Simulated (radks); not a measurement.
Neutral lithium inside a hard spherical wall (all orbitals vanish at R), configuration held at [He] 2s1 and not refilled when levels cross. Calculated with a radial shooting solver on a logarithmic mesh with Libxc functionals: scalar-relativistic Kohn-Sham, r2SCAN, spin-unpolarised, spherical densities, finite nucleus; meta-GGA in the generalised Kohn-Sham scheme; Fermi nuclear charge, rms radius 2.444 fm; without spin polarisation the odd electron is poorly described. Eigenvalues in eV, with the zero of energy where the potential of the charges vanishes at infinity; a dash marks a level that is unbound or too diffuse for the functional's potential to be trusted. A positive occupied level is held by the wall or, in an anion where self-interaction has pushed it up, behind a barrier. The pressure on the wall is -dE/dV.

R (bohr)  E (hartree)  kinetic (hartree)    e(1s)   e(2s)  e(2p, empty)  e(3s, empty)  pressure (GPa)
free         -7.46639              7.422  -53.574  -2.851        -0.885             -               0
20           -7.46639              7.422  -53.574  -2.851        -0.884         0.914        < 0.0001
15           -7.46637              7.423  -53.569  -2.848        -0.874         1.276        0.000199
10           -7.46471              7.434  -53.366  -2.726        -0.632         3.262          0.0329
4            -7.23174              8.052  -48.072   5.238         7.925        43.079            31.9
3.5          -7.08667              8.362  -46.414   9.687        11.676        60.316            72.6
2            -5.18277             11.931  -34.325  64.146        47.821        227.92            1990
